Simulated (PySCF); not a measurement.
C5H7BO, SMILES C(#C)B1[C@H](CO1)C. Geometry optimised at PBE0-D3(BJ)/def2-SVP. The structure was generated by enumeration; whether it is a known compound was not checked.

Level of theory: PBE0-D3(BJ)/def2-SVP in PySCF.

Harmonic wavenumbers (cm⁻¹): 103, 129, 167, 231, 275, 366, 474, 530, 635, 715, 764, 770, 888, 913, 988, 1014, 1086, 1119, 1163, 1194, 1201, 1278, 1372, 1392, 1406, 1468, 1475, 1496, 2195, 3046, 3070, 3089, 3133, 3141, 3150, 3478. Rotational constants (GHz): 4.549, 1.912, 1.426; symmetry number 1.

Problem. Work out the zero-point energy and the ideal-gas rigid-rotor harmonic-oscillator thermochemistry at 298.15 K and 1 atm.

Solution. ZPE = ½ Σ hcν = ½ × 48912 cm⁻¹ = 69.92 kcal/mol. H − E(el) = 75.14 kcal/mol. Entropy in cal/(mol K): translation 39.53, rotation 27.65, vibration 16.67, total 83.85. G − E(el) = 50.14 kcal/mol. Cp = 28.11 cal/(mol K). Modes under 150 cm⁻¹ make the vibrational entropy uncertain.
